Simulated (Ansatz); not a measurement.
Li3N. Total charge 0; triplet. Geometry PBE0-D4/def2-TZVP, that of the charge +1 doublet; atoms count from 1.

Cartesian coordinates in Å:
```
Li 0.273 1.786 -0.223
Li 0.082 -0.733 1.665
Li -0.355 -1.054 -1.442
N 0.000 0.000 0.000
```

At PBE0-D4/def2-TZVP a singlet of charge 0 lies 0.42 eV below the triplet at the same geometry. The structure comes from a short search, and lower isomers may exist.

(1) Estimate the Mulliken populations from the PBE0/def2-TZVP orbitals of Ansatz.

(2) Where does the spin sit?

(3) And the Mayer bond orders between bonded heavy atoms (over 0.3)?

Answers

(1) 
```json
{"atom": "Li1", "charge (e)": "0.43", "spin (α − β)": "0.36"}
{"atom": "Li2", "charge (e)": "0.43", "spin (α − β)": "0.36"}
{"atom": "Li3", "charge (e)": "0.43", "spin (α − β)": "0.36"}
{"atom": "N4", "charge (e)": "-1.29", "spin (α − β)": "0.93"}
```
Mulliken values and Mayer orders depend strongly on the basis.

(2) Summed by element: Li 1.07, N 0.93, of 2 unpaired in all. Largest on single atoms: N4 0.93, Li3 0.36, Li2 0.36.

(3) Li1–N4 0.41 (1.82 Å); Li2–N4 0.41 (1.82 Å); Li3–N4 0.41 (1.82 Å).
